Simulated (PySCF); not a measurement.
## From computed data to an observable: chemical shift, span and skew from a shielding tensor

C6H6O, SMILES C1=C[C@@H](CO1)C#C. Atoms are numbered in the order given.

```xyz
13

C      2.3047    -1.3980    -1.0787
C      1.5301    -0.6325    -0.5226
C      0.6030     0.2747     0.1509
C     -0.3818     1.0112    -0.7536
C     -1.5994     0.9366    -0.1824
O     -1.6652     0.2082     0.9695
C     -0.3922    -0.4610     1.1030
H      2.9880    -2.0715    -1.5761
H      1.2113     1.0190     0.7211
H     -0.1074     1.5628    -1.6588
H     -2.5505     1.3917    -0.4924
H     -0.5153    -1.5186     0.7826
H     -0.0911    -0.4354     2.1672
```

The structure is a stationary point at PBE-D3(BJ)/def2-SVP. The structure was generated by enumeration; whether it is a known compound was not checked. One conformer was computed; it need not be the lowest.

GIAO shieldings from PBE/pcSseg-1 run with PySCF, non-relativistic, no solvent. The symmetric part of the tensor of C7 has the principal values 54.2, 88.1, 146.6 ppm. The same nucleus in TMS has σ = 182.0 ppm at this level (PySCF, at its B3LYP-D3(BJ)/def2-TZVP geometry).

Task: Work out the isotropic shielding, the ¹³C shift against TMS, the span and the skew.

Result: 
σ(iso) = (σ11 + σ22 + σ33)/3 = 96.3 ppm. δ = σ(ref) − σ(iso) = 182.0 − (96.3) = 85.7 ppm.
Span Ω = σ33 − σ11 = 92.4 ppm. Skew κ = 3(σ(iso) − σ22)/Ω = 0.27. Tumbling in solution averages the tensor to δ; in a static solid the shielding alone would spread this spin-1/2 line over Ω.
